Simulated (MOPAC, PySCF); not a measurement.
CH2B2, SMILES `B=C=B`, neutral singlet in the gas phase. 

Cartesian coordinates (Å):
```xyz
5

B      1.3532    -0.0193     0.0084
C      0.0000    -0.0009     0.0047
B     -1.3533     0.0190    -0.0066
H      2.5213    -0.0351     0.0107
H     -2.5213     0.0363    -0.0172
```
Charge 0, spin multiplicity 1.

All levels are single points at this geometry (B3LYP-D3(BJ)/def2-TZVP); Pople sets use spherical d functions. Orbital energies aren't observables, and empty levels follow the basis.

BP86/6-31G* in PySCF gives dipole (D) = 0.01.

### Question
Estimate the dipole (D) from each of these levels: B3LYP-D3(BJ)/def2-TZVP in PySCF; PBE-D3(BJ)/def2-TZVP in PySCF; B3LYP/3-21G in PySCF; B3LYP/6-31G* in PySCF; SVWN5/6-31G* in PySCF; HF/3-21G in PySCF; HF/6-31G* in PySCF; HF/STO-3G in PySCF; AM1 in MOPAC; PM3 in MOPAC; PM6 in MOPAC; PM7 in MOPAC.

### Answer

```csv
level,dipole (D)
B3LYP-D3(BJ)/def2-TZVP in PySCF,0.01
PBE-D3(BJ)/def2-TZVP in PySCF,0.01
B3LYP/3-21G in PySCF,0.01
B3LYP/6-31G* in PySCF,0.01
SVWN5/6-31G* in PySCF,0.01
HF/3-21G in PySCF,0.01
HF/6-31G* in PySCF,0.01
HF/STO-3G in PySCF,0.01
AM1 in MOPAC,0.02
PM3 in MOPAC,0.01
PM6 in MOPAC,0.02
PM7 in MOPAC,0.01
```
